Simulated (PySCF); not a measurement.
Atom-mapped SMILES (the numbers label the heavy atoms): `[CH3:1][O:2][Al:3]([O:4][CH3:5])[O:6][CH3:7]` (H(Xn): hydrogen on atom n).

Relativity neglected, a single conformation, fast rotation and ring inversion assumed for equivalent nuclei, no solvent model. PBE0/pcSseg-1 with gauge-including orbitals; PBE0-D3(BJ)/def2-SVP geometry; PySCF 2.14.

Shifts are taken against calculated references (same method and geometry level): TMS for 13C, 1H; 17O vs H2O; 27Al against AlH4-.

```json
{"atoms": "O2/O4/O6", "nucleus": "17O", "count": "3", "δ (ppm)": "-8.5"}
{"atoms": "H(C1)/H(C5)/H(C7)", "nucleus": "1H", "count": "9", "δ (ppm)": "?"}
{"atoms": "C1/C5/C7", "nucleus": "13C", "count": "3", "δ (ppm)": "?"}
{"atoms": "Al3", "nucleus": "27Al", "count": "1", "δ (ppm)": "-3.2"}
```

**Question.** Fill in the missing shifts.

**Answer.** 
- C1/C5/C7: 53.8 ppm, methyl carbon bonded to O; deshielded by the electronegative neighbour
- H(C1)/H(C5)/H(C7): 3.75 ppm, hydrogen on a methyl carbon bonded to O; its carbon carries O, which withdraws density

Shifts are as computed. Against solution values, carbons near 30 ppm lie about +2 ppm off and those near 130 ppm about +5 ppm. Of 1211 compounds with measured shifts, 218 miss one by over three times the rms of a fit or turn the order of signals round; such compounds aren't used in these exercises. Experimental scales use liquid or dissolved standards, which lie at an offset from isolated H2O (liquid H2O: subtract about 36 ppm).
